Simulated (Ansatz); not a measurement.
Species: ZnOH (charge 0, doublet). SMILES of the parent species: [OH][Zn]
Geometry: optimised at B3LYP-D3(BJ)/def2-TZVP (Ansatz, an electronic-structure program).

Wanted: atomisation energy, in kcal/mol. Conventions: UHF or UKS for open shells; LANL2DZ with its own core potentials from Na on; non-relativistic; atomisation electronic, to ground-state atoms; dispersion terms only where a functional's name holds one; six Cartesian d functions in 6-31G* and its kin unless marked 5d; spin-orbit terms left out. First-principles rows: single points at B3LYP-D3(BJ) geometries (Ansatz). The spin state of an ion or metal species was assumed, not searched.

| species | coefficient | E at B3LYP/6-31G* with LANL2DZ past Ar (Ansatz), Eh | E at PBE0/def2-TZVPD (Ansatz), Eh |
|---|---|---|---|
| [OH][Zn] (ZnOH) as doublet, charge 0 | -1 | -141.38065 | -1854.90221 |
| H atom | +1 | -0.50027 | -0.50104 |
| O atom | +1 | -75.06062 | -75.01925 |
| Zn atom | +1 | -65.59581 | -1779.14427 |

 1 Eh = 627.5095 kcal/mol.

**Question.** Compute it at each level from the table.

**Answer.** 
- B3LYP/6-31G* with LANL2DZ past Ar: the sum of coefficient times E is 0.22395 Eh, or 140.53 kcal/mol. Result: 140.5 kcal/mol.
- PBE0/def2-TZVPD: the sum of coefficient times E is 0.23765 Eh, or 149.13 kcal/mol. Result: 149.1 kcal/mol.
